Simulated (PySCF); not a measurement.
# Dipole response of Kr⁺ (krypton, charge +1)

[Ar] 3d10 4s2 4p5, 2P determinant. All numbers are calculated (PySCF 2.14, a scalar-relativistic core potential, in aug-cc-pV5Z-PP with ECP10MDF). Coupled (time-dependent) response in atomic units; α is the mean over directions.

```csv
method,mean α (bohr³),"α xx, yy, zz",C₆ (like pair),S(−4)
UHF,10.55,"10.24, 10.71, 10.71",64.51,19.96
PBE,11.11,"10.62, 11.35, 11.35",68.60,23.33
```

S(−4) is the Cauchy moment in α(ω) = α(0) + S(−4) ω² + …

Spin-orbit coupling is absent.

α(iu) at PBE:

```csv
u (hartree),α(iu) (bohr³)
0,11.11
0.0500,11.05
0.100,10.88
0.200,10.26
0.300,9.391
0.500,7.463
0.750,5.424
1.00,3.985
1.50,2.335
2.00,1.521
3.00,0.8035
5.00,0.3559
```

A single London oscillator, α(iu) = α/(1 + u²/ω²), gives C₆ = (3/4) ω α². Matching the computed C₆ needs ω = 4 × 68.60 / (3 × 11.11²) = 0.741 hartree.

For an ion, C₆ is the dispersion term alone; charge-induced terms of lower order in 1/R come first.

The components differ because the open shell of this determinant is not spherical; for a pure term their mean is the scalar polarisability.

Energies and moments cover only the electrons outside the core potential.
